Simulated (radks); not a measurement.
Results of a calculation; reference values are marked as such.
Question: These are the eigenvalues of the occupied orbitals of an atom or ion with whole-number occupations (eV). Code: a radial shooting solver on a logarithmic mesh with Libxc functionals. Model: non-relativistic Kohn-Sham, exchange-only r2SCAN, spin-polarised, spherical densities, point nucleus; meta-GGA in the generalised Kohn-Sham scheme.

1s down: -6432.970
1s up: -6432.933
2s up: -778.5248
2s down: -775.7075
2p up: -670.5324
2p down: -668.4177
3s up: -124.9645
3s down: -118.1314
3p up: -93.2397
3p down: -86.4260
3d up: -42.4114

Which element is it, and in what charge state? The configuration may be excited. Open shells, if any, are filled with parallel spins first.

Answer: Z = 25, manganese, charge +3: Mn3+ in [Ar] 3d4. The list shows which subshells hold electrons but not how many an open one holds; the 1s level, -236.41 hartree, gives Z - s = 21.7 by -(Z - s)^2/2, which with screening narrows Z to a few neighbours, and the depths of the outer levels then fix element, charge and occupations together.
